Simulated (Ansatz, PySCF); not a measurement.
The pair A = H2O (SMILES O) (first 3 atoms), B = SO2 (SMILES O=S=O); geometry from B3LYP-D3(BJ)/def2-TZVP.
(charge 0, multiplicity 1):
```json
[
 {"atom": "O", "x (Å)": "0.5057", "y (Å)": "-0.0902", "z (Å)": "0.6105"},
 {"atom": "H", "x (Å)": "0.6067", "y (Å)": "0.8503", "z (Å)": "0.4224"},
 {"atom": "H", "x (Å)": "-0.3627", "y (Å)": "-0.3346", "z (Å)": "0.2694"},
 {"atom": "O", "x (Å)": "-1.1750", "y (Å)": "-0.6546", "z (Å)": "3.1775"},
 {"atom": "S", "x (Å)": "0.1773", "y (Å)": "-0.1718", "z (Å)": "3.2982"},
 {"atom": "O", "x (Å)": "0.3770", "y (Å)": "1.2495", "z (Å)": "3.4259"}
]
```

Frozen-core correlation. CBS(a, b) extrapolates the correlation energy as X⁻³ and adds the Hartree–Fock energy of set b.

Programs: Ansatz (Gaussian orbitals); PySCF for the dispersion terms. Each number belongs to the level named beside it.

The monomers are drawn apart, rigid, along the line of their centres of mass. Counterpoise-corrected interaction energies (kcal/mol):

```csv
level,R = 3.865 Å,R = 4.948 Å
PBE/def2-TZVPPD,-1.9137,-0.7136
PBE-D3(BJ)/def2-TZVPPD,-2.2785,-0.8190
wB97M-V/def2-TZVPPD,-2.2875,-0.8714
"MP2/CBS(aug-cc-pV(D+d)Z, aug-cc-pV(T+d)Z) + ΔCCSD(T)/aug-cc-pV(D+d)Z",-2.1758,-0.8158
```

**Question.** R is the distance of the centres of mass. Find the local exponent m of E ∝ R⁻ᵐ between the two points.

**Answer.** 
m = ln(E₁/E₂)/ln(R₂/R₁): PBE/def2-TZVPPD 4.0; PBE-D3(BJ)/def2-TZVPPD 4.1; wB97M-V/def2-TZVPPD 3.9; MP2/CBS(aug-cc-pV(D+d)Z, aug-cc-pV(T+d)Z) + ΔCCSD(T)/aug-cc-pV(D+d)Z 4.0. For scale, two fixed dipoles give m = 3, dipole and quadrupole 4, quadrupoles 5, and dispersion or dipole-induced dipole 6 at long range; at these distances several terms mix, and what is left of overlap and damping shifts m, so it need not match one of them.

Ansatz is an electronic-structure program.
